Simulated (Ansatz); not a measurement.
A run for Ansatz (a program for electronic structure): R-CCSD(T)/cc-pVDZ on C5H12 (SMILES CCCCC), a point of a torsion scan.

Ansatz 0.2 input:
```yaml
crystal:
  periodic: [false, false, false]
  atoms:
    - {symbol: C, position_ang: [2.32171471, 0.60666016, 0.41021002]}
    - {symbol: C, position_ang: [0.98902723, -0.08893415, 0.66025678]}
    - {symbol: C, position_ang: [0.08432991, -0.02802458, -0.56854776]}
    - {symbol: C, position_ang: [-1.26644503, -0.71551720, -0.36566085]}
    - {symbol: C, position_ang: [-2.17616052, 0.02088122, 0.61093846]}
    - {symbol: H, position_ang: [2.84924948, 0.13715850, -0.41764682]}
    - {symbol: H, position_ang: [2.95406485, 0.55396969, 1.29354880]}
    - {symbol: H, position_ang: [2.16385622, 1.65435465, 0.16331403]}
    - {symbol: H, position_ang: [1.16700880, -1.13383095, 0.92522317]}
    - {symbol: H, position_ang: [0.49390267, 0.38975335, 1.50660936]}
    - {symbol: H, position_ang: [-0.08393854, 1.01734447, -0.83926997]}
    - {symbol: H, position_ang: [0.60021603, -0.50550001, -1.40558860]}
    - {symbol: H, position_ang: [-1.77144967, -0.78183147, -1.33255988]}
    - {symbol: H, position_ang: [-1.10165848, -1.73529026, -0.00971445]}
    - {symbol: H, position_ang: [-3.14725777, -0.46661075, 0.66252798]}
    - {symbol: H, position_ang: [-1.75092705, 0.03162750, 1.61103849]}
    - {symbol: H, position_ang: [-2.32606464, 1.04933199, 0.28893737]}
basis:
  gaussian:
    orbitals: cc-pVDZ
magnetization: {spin_polarized: false}
correlation: {method: ccsd_t, electrons: outside_noble_gas}
scf: {lower_state_search: off}
```

Task: Predict the final total energy.

Result: -197.1746 hartree (reference determinant -196.3449, T1 diagnostic 0.007).

Task: How many basis functions does it have, and what does it roughly cost on one machine?

Result: 130 functions; roughly 27 core-seconds.
